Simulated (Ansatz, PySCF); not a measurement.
Spin states of HOZr (SMILES [OH][Zr]), each relaxed with B3LYP-D3(BJ)/def2-TZVP.
State 1 (charge 0, multiplicity 2):
```xyz
3

Zr    -0.991    -0.855    -0.880
O      0.180     0.184     0.144
H      0.778     0.718     0.666
```
State 2 (charge 0, multiplicity 4):
```xyz
3

Zr    -1.030    -0.809    -0.904
O      0.281     0.061     0.202
H      0.716     0.796     0.631
```

Singlets are restricted, other states unrestricted; no spin–orbit coupling, no relativity up to Kr; see below for the cores. The largest T1 diagnostic is 0.059.

Correlated levels freeze the inner cores; with def2 sets outer-core shells near the valence are correlated too.

The values were computed with Ansatz (an electronic-structure program); PySCF for the dispersion terms.  In def2 rows elements past Kr take small-core potentials, without spin–orbit coupling.

```csv
level,energy of the multiplicity-4 state less that of the multiplicity-2 state (kcal/mol)
SVWN5/def2-TZVPP,5.92
BLYP-D4/def2-TZVPP,8.64
B3LYP-D4/def2-TZVPP,7.60
PBE0-D4/def2-TZVPP,(withheld)
BHLYP/def2-TZVPP,7.53
BHLYP-D3(BJ)/def2-TZVPP,7.53
CAM-B3LYP/def2-TZVPP,(withheld)
B2PLYP-D3(BJ)/def2-TZVPP,9.73
B2PLYP-D4/def2-TZVPP,9.74
```

**Question.** Complete the blanks.

**Answer.** 
- PBE0-D4/def2-TZVPP, energy of the multiplicity-4 state less that of the multiplicity-2 state (kcal/mol): 2.25
- CAM-B3LYP/def2-TZVPP, energy of the multiplicity-4 state less that of the multiplicity-2 state (kcal/mol): 8.15

Doubts at one or more of the structures used: a spin-contaminated determinant (PBE0-D4/def2-TZVPP, B2PLYP-D3(BJ)/def2-TZVPP, B2PLYP-D4/def2-TZVPP).
